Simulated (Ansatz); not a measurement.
`NP(S)[SeH]`. The species carries charge 0 and has multiplicity 1. All single points use the PBE0-D4/def2-TZVP geometry. It is one conformer, not always the lowest.

```xyz
8

N     1.101    0.428    0.784
P    -0.341    0.377   -0.154
S    -1.344   -0.948    1.170
Se    0.555   -0.916   -1.807
H     0.952    0.852    1.691
H     1.859    0.886    0.294
H    -2.555   -0.463    0.854
H    -0.227   -0.217   -2.833
```

**Question.** What is the dipole moment at PBE/def2-TZVPP? (An estimate is asked.)

**Answer.** The calculation gave: 1.93 D, with components (0.06, 1.90, 0.34) D in this frame, pointing from negative to positive charge.

**Question.** And with r2SCAN, B3LYP, ωB97M-V? (Best estimate.)

**Answer.** Computed: r2SCAN 2.00 D, B3LYP 2.01 D, ωB97M-V 2.05 D.

**Question.** Give the Mulliken charges with PBE, r2SCAN, ωB97M-V in def2-TZVPP. (Estimate.)

**Answer.** Computed: 
| atom | PBE | r2SCAN | ωB97M-V |
| --- | --- | --- | --- |
| N1 | -0.32 | -0.34 | -0.30 |
| P2 | 0.13 | 0.20 | 0.21 |
| S3 | -0.19 | -0.20 | -0.19 |
| Se4 | -0.12 | -0.14 | -0.15 |
| H5 | 0.15 | 0.15 | 0.12 |
| H6 | 0.16 | 0.16 | 0.13 |
| H7 | 0.11 | 0.11 | 0.12 |
| H8 | 0.06 | 0.07 | 0.08 |

B3LYP here is the variant with VWN-RPA as its local correlation; programs differ in this.
